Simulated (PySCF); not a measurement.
## How exact exchange moves a shielding

Molecule: `FB(F)CC[SiH3]`, C2H7BF2Si.

Molfile (atoms numbered from 1):
```
C2H7BF2Si
     RDKit          3D

 13 12  0  0  0  0  0  0  0  0999 V2000
   -1.5558    1.7568   -0.4565 F   0  0  0  0  0  0  0  0  0  0  0  0
   -1.6292    0.8047    0.4575 B   0  0  0  0  0  0  0  0  0  0  0  0
   -2.3416    1.0823    1.5352 F   0  0  0  0  0  0  0  0  0  0  0  0
   -0.9642   -0.5937    0.2482 C   0  0  0  0  0  0  0  0  0  0  0  0
    0.2208   -0.6204   -0.7210 C   0  0  0  0  0  0  0  0  0  0  0  0
    1.7656    0.2205   -0.0339 Si  0  0  0  0  0  4  0  0  0  0  0  0
   -0.7061   -1.0221    1.2315 H   0  0  0  0  0  0  0  0  0  0  0  0
   -1.7858   -1.2375   -0.1262 H   0  0  0  0  0  0  0  0  0  0  0  0
   -0.0443   -0.1192   -1.6671 H   0  0  0  0  0  0  0  0  0  0  0  0
    0.4906   -1.6559   -0.9876 H   0  0  0  0  0  0  0  0  0  0  0  0
    2.8642    0.2384   -1.0468 H   0  0  0  0  0  0  0  0  0  0  0  0
    2.2428   -0.5012    1.1873 H   0  0  0  0  0  0  0  0  0  0  0  0
    1.4443    1.6285    0.3611 H   0  0  0  0  0  0  0  0  0  0  0  0
  1  2  1  0
  2  3  1  0
  2  4  1  0
  4  5  1  0
  5  6  1  0
  4  7  1  0
  4  8  1  0
  5  9  1  0
  5 10  1  0
  6 11  1  0
  6 12  1  0
  6 13  1  0
M  END
```

GIAO shieldings (ppm, equivalent atoms averaged) in PySCF 2.14 on the PBE0-D3(BJ)/def2-SVP geometry, basis pcSseg-1, gas phase, non-relativistic:

| functional | exact exchange (%) | σ(F1/F3) | σ(B2) | σ(C4) | σ(Si6) |
| --- | --- | --- | --- | --- | --- |
| BLYP | 0 | 223.4 | 63.8 | 163.7 | 388.5 |
| BP86 | 0 | 224.0 | 66.7 | 168.4 | 397.3 |
| PBE | 0 | 221.0 | 66.0 | 168.8 | 398.8 |
| B3LYP | 20 | 239.0 | 67.7 | 168.9 | 400.0 |
| mPW1PW91 | 25 | 242.4 | 70.9 | 173.7 | 410.4 |
| BHandHLYP | 50 | 259.8 | 73.6 | 175.2 | 417.1 |
| HF | 100 | 290.2 | 84.7 | 184.3 | 447.1 |

(1) Fit each shielding as a line in the percentage of exact exchange.

(2) What does the line predict for PBE0 (25 %), and what does the run give?

Answers

(1) σ(F1/F3) = 223.9 + 0.68 x (rms 1.7 ppm); σ(B2) = 65.2 + 0.19 x (rms 1.1 ppm); σ(C4) = 167.0 + 0.17 x (rms 1.9 ppm); σ(Si6) = 394.1 + 0.52 x (rms 3.9 ppm). The functionals also differ in their semilocal parts, which the line can't hold; Hartree–Fock has no correlation at all.

(2) σ(F1/F3): 240.9 predicted, 241.1 computed; σ(B2): 70.0 predicted, 70.8 computed; σ(C4): 171.2 predicted, 174.6 computed; σ(Si6): 407.1 predicted, 412.7 computed ppm.
